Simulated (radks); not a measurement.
Values are calculated unless marked as measured or tabulated.
All-electron atom: neutral ytterbium in [Xe] 4f14 6s2.

Code: a radial shooting solver on a logarithmic mesh with Libxc functionals. Model: scalar-relativistic Kohn-Sham, PBE, spin-unpolarised, spherical densities, point nucleus.

Energy parts (eV):
total: -382586.78
kinetic: 416991.09
electron-nucleus: -941848.60
Hartree: 150237.53
exchange-correlation: -7966.79

Orbitals (lengths in bohr, moments of r in powers of bohr; <r^-3> diverges for s and p1/2; r(max) is where P^2 peaks):
| orbital | occ. | eigenvalue (eV) | r(max) | <1/r> | <r^-3> | <r^4> |
|---|---|---|---|---|---|---|
| 1s | 2 | -61245.83 | 0.01237 | 80.67 | - | 7.550e-07 |
| 2s | 2 | -10376.46 | 0.07057 | 18.80 | - | 0.0001161 |
| 2p | 6 | -9144.241 | 0.05756 | 17.26 | 15980 | 0.00008918 |
| 3s | 2 | -2338.844 | 0.1994 | 6.947 | - | 0.004341 |
| 3p | 6 | -1967.467 | 0.1966 | 6.465 | 3485 | 0.004611 |
| 3d | 10 | -1515.669 | 0.1603 | 6.123 | 458.0 | 0.003595 |
| 4s | 2 | -460.1270 | 0.4551 | 2.935 | - | 0.1051 |
| 4p | 6 | -338.2571 | 0.4763 | 2.678 | 790.3 | 0.1401 |
| 4d | 10 | -177.9374 | 0.4910 | 2.367 | 87.39 | 0.2175 |
| 4f | 14 | -3.0176 | 0.4833 | 1.729 | 12.28 | 3.562 |
| 5s | 2 | -54.9285 | 1.071 | 1.097 | - | 4.091 |
| 5p | 6 | -27.4259 | 1.233 | 0.8995 | 94.49 | 9.369 |
| 6s | 2 | -3.9203 | 3.282 | 0.3191 | - | 507.8 |

The highest occupied level is 4f at -3.018 eV. For comparison, the ionisation energy in NIST's Atomic Spectra Database is 6.254 eV (measured). In exact Kohn-Sham theory the highest level is minus the ionisation energy, but local and semilocal functionals leave it too shallow, through self-interaction and a potential that decays too fast; potentials with the right tail come closer. The density falls to 0.001 e/bohr^3 at r = 5.05 bohr.

Empty levels of this run are not shown, since the potential may be unsettled where no density lies.
